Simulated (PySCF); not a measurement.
C3H5BFNO, SMILES CB(F)/C=N/C=O.

Coordinates come from a B3LYP-D3(BJ)/def2-SVP optimisation. The structure was generated by enumeration; whether it is a known compound was not checked. One conformer was computed; it need not be the lowest.

Vertical ionisation energy (IE) and electron affinity (EA) in eV. Rows of orbital energies are one-electron estimates. Where ΔSCF, EOM or ADC give a negative EA the extra electron is unbound and the value depends on the basis.

| level | IE | EA |
|---|---|---|
| −ε(HOMO), −ε(LUMO), ωB97X/def2-TZVP (PySCF) | 10.05 | 0.36 |
| −ε(HOMO), −ε(LUMO), PBE/def2-TZVP (PySCF) | 6.08 | 3.64 |
